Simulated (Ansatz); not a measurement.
Reaction (cleavage of the Si–Si bond): `O[SiH2][SiH2][SiH2]Cl` + H₂Te → `O[SiH2][TeH]` + `[SiH3][SiH2]Cl`

Isolated molecules relaxed with PBE0-D4/def2-TZVP in Ansatz; ΔE leaves out vibrations. CCSD(T)/CBS adds triple-zeta CCSD(T) − MP2 to the extrapolated MP2 energy (def2 sets, frozen cores). Functionals use def2-TZVPP. B3LYP here is the variant with VWN-RPA as its local correlation; programs differ in this. def2 core potentials past Kr. For Te outer-core shells are correlated without core-valence functions, which leaves a few kJ/mol of doubt a bond. One conformer a species, not always the lowest.

`O[SiH2][SiH2][SiH2]Cl`:

Z-matrix (Å, degrees):
```
Si
Si 1 2.349
O 1 1.652 2 113.0
H 1 1.492 2 107.9 3 123.7
H 1 1.483 2 110.1 3 -117.8
Si 2 2.338 1 110.3 3 -179.1
H 2 1.492 1 109.9 3 -60.1
H 2 1.489 1 111.2 3 59.9
H 3 0.958 1 117.8 2 57.6
Cl 6 2.064 2 110.1 1 178.5
H 6 1.485 2 111.3 1 -62.2
H 6 1.485 2 111.3 1 59.3
```

H₂Te:

Cartesian coordinates in Å:
```
Te -0.672 0.127 -0.369
H 0.396 1.075 0.468
H 0.276 -1.203 -0.099
```

`O[SiH2][TeH]`:

Z-matrix (Å, degrees):
```
Si
Te 1 2.499
O 1 1.643 2 113.5
H 1 1.478 2 108.1 3 116.6
H 1 1.485 2 106.3 3 -123.7
H 2 1.657 1 91.0 3 97.5
H 3 0.959 1 117.4 2 -44.3
```

`[SiH3][SiH2]Cl`:

Cartesian coordinates in Å:
```
Si 0.744 0.626 0.712
Si -0.588 -0.688 -0.690
Cl -2.447 0.195 -0.853
H 2.092 0.009 0.842
H 0.115 0.717 2.054
H 0.882 1.989 0.135
H -0.016 -0.794 -2.056
H -0.782 -2.055 -0.144
```

```csv
level,ΔE (kJ/mol),difference from CCSD(T)/CBS
PBE-D4,-56.9,11.0
r2SCAN-D4,-62.7,5.2
B3LYP-D4,-62.8,5.1
ωB97X-V,-62.5,5.4
ωB97M-V,-67.1,0.8
B2PLYP,-67.3,0.6
PBE0,-61.5,6.4
B3LYP,-64.2,3.7
HF/def2-TZVPP,-72.5,-4.6
SCS-MP2/def2-TZVPP,-70.9,-3.0
CCSD/def2-TZVPP,-62.4,5.5
HF/def2-QZVPP,-73.0,-5.1
MP2/def2-QZVPP,-77.2,-9.3
SCS-MP2/def2-QZVPP,-74.3,-6.4
MP2/CBS(def2),-79.7,-11.8
CCSD/CBS(def2),-68.6,-0.7
CCSD(T)/CBS,-67.9,0
```

Largest T1 diagnostic among the species: 0.012.

From PBE to PBE0 (25 % exact exchange), in def2-TZVPP and without D4, ΔE moves by −3.4 kJ/mol.
